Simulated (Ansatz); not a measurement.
One change: `[OH][Ga]([F])[SH]` becomes `[OH][Ga]([SH])[Cl]`.

Ansatz, PBE0-D4/def2-TZVP geometries, multiplicity 1. Each molecule was computed in one conformer, which needn't be the lowest.

Scalar relativity is left out up to krypton.

```tsv
property	`[OH][Ga]([F])[SH]`
HOMO energy (ωB97M-V/def2-TZVPP) / eV	-10.42
LUMO energy (B3LYP/def2-TZVPP) / eV	-1.56
HOMO–LUMO gap (PBE0/def2-TZVPP) / eV	7.01
HOMO–LUMO gap (ωB97M-V/def2-TZVPP) / eV	11.06
size of the dipole moment (PBE/def2-TZVPP) / D	1.33
LUMO energy (PBE0/def2-TZVPP) / eV	-1.20
```

What does the change do to each property? (An estimate is asked.)

Ansatz gave: 
```json
{"property": "HOMO energy (ωB97M-V/def2-TZVPP) / eV", "`[OH][Ga]([SH])[Cl]`": "-10.32", "shift": "0.10"}
{"property": "LUMO energy (B3LYP/def2-TZVPP) / eV", "`[OH][Ga]([SH])[Cl]`": "-1.51", "shift": "0.05"}
{"property": "HOMO–LUMO gap (PBE0/def2-TZVPP) / eV", "`[OH][Ga]([SH])[Cl]`": "6.94", "shift": "-0.07"}
{"property": "HOMO–LUMO gap (ωB97M-V/def2-TZVPP) / eV", "`[OH][Ga]([SH])[Cl]`": "11.02", "shift": "-0.04"}
{"property": "size of the dipole moment (PBE/def2-TZVPP) / D", "`[OH][Ga]([SH])[Cl]`": "0.45", "shift": "-0.88"}
{"property": "LUMO energy (PBE0/def2-TZVPP) / eV", "`[OH][Ga]([SH])[Cl]`": "-1.18", "shift": "0.02"}
```

Dipoles are sizes alone; their direction can turn.

B3LYP here is the variant with VWN-RPA as its local correlation; programs differ in this.
